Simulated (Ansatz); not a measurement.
```yaml
crystal:
  periodic: [false, false, false]
  atoms:
    - {symbol: Si, position_ang: [-1.709889, 0.865483, 1.140026]}
    - {symbol: C, position_ang: [-0.474795, 0.458120, -0.226166]}
    - {symbol: O, position_ang: [0.153141, -0.772399, 0.079144]}
    - {symbol: C, position_ang: [1.105523, -1.172638, -0.851101]}
    - {symbol: S, position_ang: [2.615588, -0.158760, -0.908365]}
    - {symbol: H, position_ang: [-2.370225, 2.152507, 0.792617]}
    - {symbol: H, position_ang: [-1.009173, 1.007092, 2.441493]}
    - {symbol: H, position_ang: [-2.739941, -0.199437, 1.245614]}
    - {symbol: H, position_ang: [-0.990121, 0.397118, -1.197339]}
    - {symbol: H, position_ang: [0.270639, 1.261140, -0.308160]}
    - {symbol: H, position_ang: [1.373695, -2.199768, -0.609027]}
    - {symbol: H, position_ang: [0.710665, -1.134434, -1.874560]}
    - {symbol: H, position_ang: [3.085295, -0.538724, 0.290524]}
basis:
  gaussian: {orbitals: def2-SVPD}
magnetization: {spin_polarized: true, initial_magnetization: 4}
hamiltonian: {xc: {name: r2SCAN50}}
scf: {lower_state_search: off}
```

```sh
$ ansatz run in.yaml --threads 4 --pin off --events-out ev --progress --plain --max-ram 10444MiB
```

Output, abridged:

```
Functional definition: r2SCAN50
1653 factors; their error is unknown
mean field evaluation 1: about -22931.9258 eV, gradient 2.6e1 eV
mean field evaluation 2: about -22925.5312 eV, gradient 4.4e1 eV
mean field evaluation 4: about -22936.6246 eV, gradient 6.0e0 eV
mean field evaluation 8: about -22937.0297 eV, gradient 6.0e-1 eV
mean field evaluation 16: about -22937.1134 eV, gradient 1.6e-1 eV
mean field evaluation 32: about -22937.4418 eV, gradient 2.6e-4 eV
mean field -22937.44177669 eV, -842.9354377367 hartree, gradient 9.1e-6 eV, S^2 6.016695; 0 other end points of the search recorded, 0 dependent functions left out
reference -22937.44179128 eV, -842.9354382730 hartree; 31, 27 occupied and 147, 151 virtual orbitals, 1653 factors
Total energy: -22937.44179128 eV, -842.9354382730 hartree
Checks for a lower state left out: stability, starts, cluster_reference, orbital_swaps, neighbouring_geometries, increment
```

(1) Something in this input is off. What?

Answers

(1) The spin is set far too high for this molecule. The run converged. The result belongs to that input, not to the molecule as meant.
